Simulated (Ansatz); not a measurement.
The same path of C$_{2}$H$_{7}$BSeSi (12 atoms, charge 0, multiplicity 1) was run twice with different band settings. The coordinate that changes most is the dihedral H7–B1–C2–Se5.

These are results of RKS PBE0/def2-SVP in Ansatz 0.2.0, not measurements.

Relaxed end points:

```xyz
12
Properties=species:S:1:pos:R:3
B -0.734 1.464 -0.287
C -0.204 0.030 0.057
Si 1.384 -0.368 0.984
C -1.012 -0.998 -0.614
Se -0.023 0.105 -1.935
H -1.922 1.608 -0.474
H -0.009 2.419 -0.132
H 2.386 0.710 0.756
H 1.919 -1.686 0.522
H 1.077 -0.462 2.446
H -0.696 -2.048 -0.589
H -2.091 -0.830 -0.700
```

```xyz
12
Properties=species:S:1:pos:R:3
B -0.733 1.464 -0.287
C -0.205 0.030 0.057
Si 1.383 -0.368 0.984
C -1.012 -0.998 -0.614
Se -0.022 0.104 -1.934
H -0.006 2.418 -0.129
H -1.921 1.611 -0.474
H 2.384 0.711 0.755
H 1.920 -1.686 0.522
H 1.076 -0.462 2.445
H -0.696 -2.048 -0.589
H -2.092 -0.831 -0.701
```

Common settings: spring 5.0 eV/Å²; optimiser quadratic models (default); start path through a guess of the saddle point; force threshold 0.05 eV/Å; end points relaxed.

| run | movable images | climbing image | iteration limit |
| --- | --- | --- | --- |
| 1 | 7 | yes | 54 |
| 2 | 4 | no | 60 |

Task: What does each run give, and how far can it be trusted?

Result: Run 1: converged after 8 iterations, highest image 0.674 eV above the first end. A vibrational analysis at the climbing image gives one clearly imaginary mode, 233i cm⁻¹: a first-order saddle point.
Run 2: converged after 8 iterations, highest image 0.665 eV above the first end. No image climbed, so the highest image needn't sit at the top of the path.
